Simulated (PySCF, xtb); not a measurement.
CH₈BNO₂Si, SMILES [SiH2](NB(O)O)C. One conformer was computed; it need not be the lowest.

Harmonic wavenumbers (cm⁻¹) from xtb with GFN2-xTB at its own minimum, in rising order: 52, 67, 97, 158, 216, 360, 405, 425, 452, 481, 500, 574, 622, 701, 720, 768, 781, 823, 840, 925, 938, 1006, 1198, 1288, 1348, 1376, 1484, 1488, 2160, 2226, 3026, 3031, 3042, 3485, 3662, 3667.

Question: What does r2SCAN-D4/def2-SVP in PySCF give at its own minimum? (An estimate is asked for; the answer gives what the named calculation found.)

Answer: 31, 74, 157, 198, 240, 342, 384, 454, 487, 511, 514, 653, 667, 697, 751, 812, 894, 928, 937, 946, 986, 1020, 1206, 1255, 1405, 1427, 1430, 1481, 2181, 2220, 3032, 3139, 3141, 3598, 3858, 3908. Paired by order, the mean absolute difference is 53 cm⁻¹ and the zero-point energies are 63.5 and 65.7 kcal/mol.
